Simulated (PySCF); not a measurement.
# Structure from NMR data

The spectra below were simulated for a compound C6H13OPSi.

¹H NMR (600 MHz, computed): δ 7.09 (m, 1H), 6.52 (m, 1H), 6.51 (m, 1H), 5.97 (m, 1H), 4.32 (m, 1H), 2.40 (m, 2H), 1.87 (m, 2H), 1.19 (m, 2H), 0.84 (m, 2H).

¹³C{¹H} NMR (computed): δ 142.8 (CH2), 141.5 (CH), 29.8 (CH2), 8.4 (CH2).

PySCF 2.14.0 with density-fitted response routines calculation with GIAO PBE0/pcSseg-1 shieldings and GFN2-xTB structure; no relativistic terms, rapidly exchanging positions averaged, no solvent model, single conformer.

Referencing at the same level of theory: ¹H, ¹³C vs TMS.

**Question.** Deduce the structure.

**Answer.** 
4 carbon signals for 6 carbons: some carbons are equivalent by symmetry or fast rotation. Carbon types of the structure: 1 × CH, 5 × CH2, leaving 2 H on heteroatoms. δC 142.8: terminal =CH2 carbon; the olefinic region. δC 141.5: alkene CH; as expected for a trigonal carbon in a double bond. δC 29.8: sp3 CH2 bonded to P. δC 8.4: sp3 CH2 bonded to Si; an electropositive neighbour leaves it electron-rich and shielded. δH 6.52: hydrogen on an alkene CH; a vinylic proton, deshielded by the sp2 carbon and the C=C anisotropy. δH 6.51, 5.97: hydrogen on a terminal =CH2 carbon; a vinylic proton, deshielded by the sp2 carbon and the C=C anisotropy. δH 2.40, 1.87: hydrogen on an sp3 CH2 bonded to P.

These data were computed for SMILES C=C[Si@H]1CC[P@H](=O)CC1.

This is the structure that produced the data.

Splittings by ³¹P in the carbon and heteronuclear signals aren't shown, as no couplings were computed. Shifts are as computed. Against solution values, carbons near 30 ppm lie about +3 ppm off and those near 130 ppm about +5 ppm. Of 1211 compounds with measured shifts, 218 miss one by over three times the rms of a fit or turn the order of signals round; such compounds aren't used in these exercises. Multiplicities follow the n + 1 count of equivalent neighbours, as no J values were calculated; m marks all less simple cases, F and P coupling included.
